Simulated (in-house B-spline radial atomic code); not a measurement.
Successive ionisation energies of tungsten; each step leads to the configuration of the next row (after the last: [Kr] 4d10 4f5/2(6) 4f7/2(5) 5s2). Dirac energy differences include first-order Breit, QED and recoil terms. NIST's values go from ground level to ground level; the uncertainty of those that are theory runs from under 0.1 % in few-electron ions to several per cent in heavy many-electron ones. Computed with an all-electron radial atomic-structure program (B-spline basis): Dirac-Hartree-Fock, jj configuration that fills j = l - 1/2 first, finite nuclei.

Some pairs differ by more than the removed electron.

A number in brackets counts the electrons of a j subshell.

```tsv
ion	configuration	ionisation energy (eV)	tabulated value (eV)	tabulated kind	computed minus tabulated (eV)	highest orbital	largest mean radius (bohr)
W	[Xe] 4f14 5d3/2(4) 6s2	6.8	7.86403	measured	-1.1	6s1/2	3.4247
W+	[Xe] 4f14 5d3/2(4) 6s1	13.9	16.37	semi-empirical	-2.4	6s1/2	3.1296
W2+	[Xe] 4f14 5d3/2(4)	24.4	26	semi-empirical	-1.6	5d3/2	1.8366
W3+	[Xe] 4f14 5d3/2(3)	36.5	38.2	semi-empirical	-1.7	5d3/2	1.7277
W4+	[Xe] 4f14 5d3/2(2)	49.6	51.6	semi-empirical	-2.0	5d3/2	1.6435
W5+	[Xe] 4f14 5d3/2(1)	63.6	64.77	semi-empirical	-1.2	5d3/2	1.5753
W6+	[Xe] 4f14	119.0	122.01	semi-empirical	-3.0	5p3/2	1.2223
W7+	[Xe] 4f5/2(6) 4f7/2(7)	?	?	semi-empirical	?	?	?
W8+	[Kr] 4d10 4f14 5s2 5p1/2(2) 5p3/2(2)	157.3	160.2	semi-empirical	-2.9	5p3/2	1.1795
W9+	[Kr] 4d10 4f14 5s2 5p1/2(2) 5p3/2(1)	?	?	semi-empirical	?	?	?
W10+	[Kr] 4d10 4f14 5s2 5p1/2(2)	206.0	208.9	semi-empirical	-2.9	5p1/2	1.0793
W11+	[Kr] 4d10 4f5/2(6) 4f7/2(7) 5s2 5p1/2(2)	230.2	231.6	semi-empirical	-1.4	5p1/2	1.0535
W12+	[Kr] 4d10 4f14 5s2	255.2	258.3	semi-empirical	-3.1	4f7/2	0.99256
W13+	[Kr] 4d10 4f5/2(6) 4f7/2(7) 5s2	?	?	semi-empirical	?	?	?
W14+	[Kr] 4d10 4f5/2(6) 4f7/2(6) 5s2	325.2	325.3	semi-empirical	-0.1	4f7/2	0.95669
```

(1) Fill in the row of W7+.

(2) Fill in the row of W9+.

(3) Fill in the row of W13+.

(4) Where is the largest jump?

(5) How far is this level of theory from the measured and semi-empirical values?

## Answers

(1) ionisation energy (eV): 140.2; tabulated value (eV): 141.2; computed minus tabulated (eV): -1.0; highest orbital: 5p3/2; largest mean radius (bohr): 1.1856.

(2) ionisation energy (eV): 176.4; tabulated value (eV): 179; computed minus tabulated (eV): -2.6; highest orbital: 5p3/2; largest mean radius (bohr): 1.1605.

(3) ionisation energy (eV): 289.5; tabulated value (eV): 290.7; computed minus tabulated (eV): -1.2; highest orbital: 4f7/2; largest mean radius (bohr): 0.97425.

(4) From W to W+, by a factor of 2.06 (6.7861 to 13.949 eV); the highest orbital goes from 6s1/2 to 6s1/2.

(5) Over those 15 rows the differences run from -3.15 to -0.0936 eV (mean absolute value 1.9 eV). The calculation leaves out correlation and, in open shells, the multiplet splittings that an average leaves out.
